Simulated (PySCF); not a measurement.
A made-up structure of BSiH₃Te, closed shell:

| atom | x (Å) | y (Å) | z (Å) |
| --- | --- | --- | --- |
| B1 | -0.5747 | -0.9694 | -0.3051 |
| Si2 | -1.6957 | 0.7901 | -0.6656 |
| Te3 | 0.6015 | 0.4610 | 0.2837 |
| H4 | -0.8127 | -2.1160 | -0.4795 |
| H5 | 1.8607 | 1.0711 | -0.6642 |
| H6 | 0.7756 | 0.9074 | 1.9044 |

It is relaxed with PBE-D4/def2-SVP and then PBE0-D4/def2-TZVP (PySCF 2.14 with density fitting (its default auxiliary sets; JK sets also for MP2 and CCSD(T))). Atoms count as bonded within 1.22 times the sum of their covalent radii (H–H: 0.88 Å). The end point is not checked to be a true minimum.

**Question.** Does its bonding change? (A judgement: the text doesn't fix the answer.)

**Answer.** By the calculation: No: no bond forms or breaks.

Where it ends: The first stage lowers the energy by 1.56 eV in 18 steps. It ends as BSiH₃Te ([BH]1[Si][TeH2]1):
```xyz
6
angstrom
B -1.1358 -0.8961 -0.5417
Si -1.4349 0.9229 -0.5582
Te 0.8550 0.0548 0.3679
H -0.9614 -2.0731 -0.5387
H 1.8813 1.1440 -0.4031
H 0.9625 1.0128 1.7486
```

Labels in which every atom is bracketed show which atoms are joined, not bond orders.

For scale, one of the runs: PBE0-D4/def2-TZVP relaxation, 136 basis functions, launched by `OMP_NUM_THREADS=2 python run.py`. Hardware: 2 CPU threads of an AMD EPYC 7B13, shared host. Wall time 49 s; peak host memory 1.2 GiB.
